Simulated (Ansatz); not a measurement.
`C#CC` and `CC#[C][GeH2][OH]` differ in one atom or group.

Ansatz, PBE0-D4/def2-TZVP geometries, multiplicity 1. Each molecule was computed in one conformer, which needn't be the lowest.

Scalar relativity is left out up to krypton.

| property | `C#CC` |
| --- | --- |
| size of the dipole moment (PBE/def2-TZVPP) / D | 0.87 |
| HOMO energy (PBE0/def2-TZVPP) / eV | -7.72 |
| HOMO energy (ωB97M-V/def2-TZVPP) / eV | -10.01 |
| LUMO energy (PBE/def2-TZVPP) / eV | 0.26 |
| LUMO energy (B3LYP/def2-TZVPP) / eV | 1.02 |
| HOMO energy (B3LYP/def2-TZVPP) / eV | -7.49 |

Task: Give the same properties after the change, and the shifts. (An estimate is asked.)

Result: The calculation gave: 
| property | `CC#[C][GeH2][OH]` | shift |
| --- | --- | --- |
| size of the dipole moment (PBE/def2-TZVPP) / D | 2.62 | 1.75 |
| HOMO energy (PBE0/def2-TZVPP) / eV | -7.74 | -0.02 |
| HOMO energy (ωB97M-V/def2-TZVPP) / eV | -9.97 | 0.04 |
| LUMO energy (PBE/def2-TZVPP) / eV | -1.09 | -1.35 |
| LUMO energy (B3LYP/def2-TZVPP) / eV | -0.45 | -1.47 |
| HOMO energy (B3LYP/def2-TZVPP) / eV | -7.51 | -0.02 |

Dipoles are sizes alone; their direction can turn.

B3LYP here is the variant with VWN-RPA as its local correlation; programs differ in this.
